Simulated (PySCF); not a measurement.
Breaking a bond: SiH, doublet.

Level of theory: PySCF with CCSD(T) on UHF/cc-pVDZ, 5 core orbitals frozen.

Problem. Relative to R = 1.53 Å, what are the energies at R = 1.39, 1.45, 1.63, 1.80 Å?

Solution. 4.8 kcal/mol at 1.39 Å, 1.6 kcal/mol at 1.45 Å, 1.2 kcal/mol at 1.63 Å, 7.8 kcal/mol at 1.80 Å.

The scan ran from 1.22 to 6.08 Å; beyond the distances shown one of the unrestricted levels run for this scan, shown here or not, changes its spin distribution in one step. The unrestricted determinant behind UCCSD(T) is spin-contaminated at 1.22 Å (<S²> up to 0.9, against 0.75 for a pure doublet).
